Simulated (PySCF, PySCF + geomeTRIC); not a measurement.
This quartet is an excited state, 0.75 eV above the relaxed sextet at the level B3LYP-D3(BJ)/def2-TZVP // BP86-D3(BJ)/def2-SVP (PySCF).

All values below come from PySCF + geomeTRIC with BP86-D3(BJ)/def2-SVP. fastk is a local helper that only speeds up exchange builds. No frequencies were computed at this level.

```python
import json, numpy as np
from pyscf import gto, dft
from fastk import lowrank_exchange
atoms = """
Fe     0.096056    -0.294077    -0.086531
Cl    -0.525375     1.607925     0.473121
Cl    -1.644335    -1.207025    -0.392374
Cl     2.073656    -0.106816     0.005784
"""
def scf(charge, spin, dm0=None):
    mol = gto.M(atom=atoms, basis='def2-svp', ecp={}, charge=charge, spin=spin, verbose=3, max_memory=5040)
    mf = dft.KS(mol, xc='bp86').density_fit(auxbasis="def2-universal-jkfit")
    mf.disp = 'd3bj'
    mf.grids.level = 3
    mf.conv_tol = 1e-8
    mf.max_cycle = 120
    mf.level_shift = 0.25
    mf.kernel(dm0)
    if not mf.converged:
        mf = mf.newton().run(mf.mo_coeff, mf.mo_occ).undo_soscf()
    return mf
mf = scf(0, 3)
lowrank_exchange(mf)  # same exchange matrices as the stock routine, built faster for response steps
mo, _, stable, _ = mf.stability(return_status=True)
if not stable:
    mf.kernel(mf.make_rdm1(mo, mf.mo_occ))
del mf.get_jk
from pyscf.geomopt.geometric_solver import kernel as optimize
path = []
done, mol = optimize(mf, maxsteps=120, assert_convergence=False, callback=lambda env: path.append((env["energy"], bool(env["g_scanner"].converged))))
res = dict(converged=bool(done and path[-1][1]), energy=path[-1][0], path=[e for e, c in path], xyz=mol.atom_coords(unit="Angstrom").tolist(), nao=mol.nao)
json.dump(res, open("result.json", "w"))
```

Output:

```
converged SCF energy = -2644.15060004242  <S^2> = 3.7839378  2S+1 = 4.0169331
<class 'pyscf.df.df_jk.DFUKS'> wavefunction is stable in the internal stability analysis
Geometry optimization cycle 1
SCF not converged.
cycle 1: E = -2644.15059995  dE = -2644.15  norm(grad) = 0.075323
Geometry optimization cycle 2
converged SCF energy = -2644.16163702233  <S^2> = 3.8081022  2S+1 = 4.0289464
cycle 2: E = -2644.16163702  dE = -0.0110371  norm(grad) = 0.028436
Geometry optimization cycle 3
converged SCF energy = -2644.16404072505  <S^2> = 3.863372  2S+1 = 4.0562899
cycle 3: E = -2644.16404073  dE = -0.0024037  norm(grad) = 0.00850833
Geometry optimization cycle 4
converged SCF energy = -2644.1644912646  <S^2> = 3.9023411  2S+1 = 4.0754588
cycle 4: E = -2644.16449126  dE = -0.00045054  norm(grad) = 0.00371264
Geometry optimization cycle 5
converged SCF energy = -2644.16461378057  <S^2> = 3.9267139  2S+1 = 4.0874021
cycle 5: E = -2644.16461378  dE = -0.000122516  norm(grad) = 0.00426085
Geometry optimization cycle 6
converged SCF energy = -2644.16469372394  <S^2> = 3.9347616  2S+1 = 4.091338
cycle 6: E = -2644.16469372  dE = -7.99434e-05  norm(grad) = 0.00301436
Geometry optimization cycle 7
converged SCF energy = -2644.1647247267  <S^2> = 3.9347666  2S+1 = 4.0913404
cycle 7: E = -2644.16472473  dE = -3.10028e-05  norm(grad) = 0.000688928
Geometry optimization cycle 8
converged SCF energy = -2644.16472846703  <S^2> = 3.9339035  2S+1 = 4.0909185
cycle 8: E = -2644.16472847  dE = -3.74032e-06  norm(grad) = 0.000237995
Geometry optimization cycle 9
converged SCF energy = -2644.16472975597  <S^2> = 3.9330899  2S+1 = 4.0905207
cycle 9: E = -2644.16472976  dE = -1.28894e-06  norm(grad) = 0.000302412
Geometry optimization cycle 10
converged SCF energy = -2644.1647277625  <S^2> = 3.9308528  2S+1 = 4.0894268
cycle 10: E = -2644.16472776  dE = 1.99346e-06  norm(grad) = 0.000575953
Geometry optimization cycle 11
converged SCF energy = -2644.16473107192  <S^2> = 3.9324563  2S+1 = 4.0902109
cycle 11: E = -2644.16473107  dE = -3.30942e-06  norm(grad) = 0.000232009
Geometry optimization cycle 12
converged SCF energy = -2644.16473127648  <S^2> = 3.9326753  2S+1 = 4.090318
cycle 12: E = -2644.16473128  dE = -2.04555e-07  norm(grad) = 0.000116316
<class 'geometric.internal.Distance'> : 3
<class 'geometric.internal.Angle'> : 2
<class 'geometric.internal.OutOfPlane'> : 1
<class 'geometric.internal.TranslationX'> : 1
<class 'geometric.internal.TranslationY'> : 1
<class 'geometric.internal.TranslationZ'> : 1
<class 'geometric.internal.RotationA'> : 1
<class 'geometric.internal.RotationB'> : 1
<class 'geometric.internal.RotationC'> : 1
Step    0 : Gradient = 3.766e-02/4.951e-02 (rms/max) Energy = -2644.1505999528
Step    1 : Displace = 8.728e-02/1.206e-01 (rms/max) Trust = 1.000e-01 (=) Grad = 1.422e-02/1.698e-02 (rms/max) E (change) = -2644.1616370223 (-1.104e-02) Quality = 1.301
Step    2 : Displace = 4.743e-02/5.603e-02 (rms/max) Trust = 1.414e-01 (+) Grad = 4.254e-03/6.704e-03 (rms/max) E (change) = -2644.1640407250 (-2.404e-03) Quality = 1.284
Step    3 : Displace = 3.323e-02/3.680e-02 (rms/max) Trust = 2.000e-01 (+) Grad = 1.856e-03/2.429e-03 (rms/max) E (change) = -2644.1644912646 (-4.505e-04) Quality = 1.244
Step    4 : Displace = 2.975e-02/3.825e-02 (rms/max) Trust = 2.828e-01 (+) Grad = 2.130e-03/2.909e-03 (rms/max) E (change) = -2644.1646137806 (-1.225e-04) Quality = 0.951
Step    5 : Displace = 1.678e-02/2.029e-02 (rms/max) Trust = 3.000e-01 (+) Grad = 1.507e-03/1.907e-03 (rms/max) E (change) = -2644.1646937239 (-7.994e-05) Quality = 1.344
Step    6 : Displace = 8.022e-03/9.502e-03 (rms/max) Trust = 3.000e-01 (=) Grad = 3.445e-04/4.408e-04 (rms/max) E (change) = -2644.1647247267 (-3.100e-05) Quality = 1.262
Step    7 : Displace = 3.866e-03/4.900e-03 (rms/max) Trust = 3.000e-01 (=) Grad = 1.190e-04/1.914e-04 (rms/max) E (change) = -2644.1647284670 (-3.740e-06) Quality = 1.217
Step    8 : Displace = 2.306e-03/3.012e-03 (rms/max) Trust = 3.000e-01 (=) Grad = 1.512e-04/2.260e-04 (rms/max) E (change) = -2644.1647297560 (-1.289e-06) Quality = 1.638
Step    9 : Displace = 1.405e-02/1.887e-02 (rms/max) Trust = 3.000e-01 (=) Grad = 2.880e-04/4.231e-04 (rms/max) E (change) = -2644.1647277625 (+1.993e-06) Quality = -0.449
Step   10 : Displace = 5.967e-03/7.917e-03 (rms/max) Trust = 7.027e-03 (-) Grad = 1.160e-04/1.666e-04 (rms/max) E (change) = -2644.1647310719 (-3.309e-06) Quality = 1.403
Step   11 : Displace = 4.733e-04/7.308e-04 (rms/max) Trust = 9.938e-03 (+) Grad = 5.816e-05/7.051e-05 (rms/max) E (change) = -2644.1647312765 (-2.046e-07) Quality = 0.308
Converged! =D
```

Cost: roughly 12 core-minutes.
